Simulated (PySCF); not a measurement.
antimony atom (Sb), quartet (core potentials on Sb). Base run: BLYP/def2-SV(P) run with PySCF.

Here is a job for PySCF.
```python
from pyscf import gto, scf, dft

mol = gto.M(
    atom='''
Sb    0.000000    0.000000    0.000000
''',
    basis='def2-sv(p)',
    ecp={'Sb': 'def2-sv(p)'},
    charge=0,
    spin=3,
    verbose=4,
)

mf = dft.UKS(mol)
mf.xc = 'blyp'
mf.kernel()
```

Each row names what was changed in the base input (with any setting that the change needs).

| change | ΔE vs base (µEh) | outcome |
|---|---|---|
| base | 0.0 | converged |
| auxbasis = autoaux | -53.3 | converged |
| auxbasis = def2-tzvp-ri | - | input refused |
| auxbasis = def2-svp-ri | - | input refused |
| auxbasis = def2-universal-jkfit | -12.2 | converged |
| auxbasis = cc-pvtz-jkfit | - | input refused |
| auxbasis = def2-universal-jfit | -4.8 | converged |
| auxbasis = cc-pvtz-ri | - | input refused |
| auxbasis = cc-pvqz-jkfit | - | input refused |
| auxbasis = even-tempered beta=1.6 | -4.2 | converged |

A fitting set is made for a task (jfit for Coulomb, jkfit for Coulomb and exchange, ri for correlation) and for a family of orbital bases.

Open shells are given as the SCF converged; they aren't shown to be the lowest states, and a large step between rows can be another state.

- auxbasis = def2-tzvp-ri: ended with `pyscf.lib.exceptions.BasisNotFoundError: Basis set not found for Sb in def2-tzvp-ri`
- auxbasis = def2-svp-ri: ended with `pyscf.lib.exceptions.BasisNotFoundError: Basis set not found for Sb in def2-svp-ri`
- auxbasis = cc-pvtz-jkfit: ended with `pyscf.lib.exceptions.BasisNotFoundError: Basis set not found for Sb in cc-pvtz-jkfit`
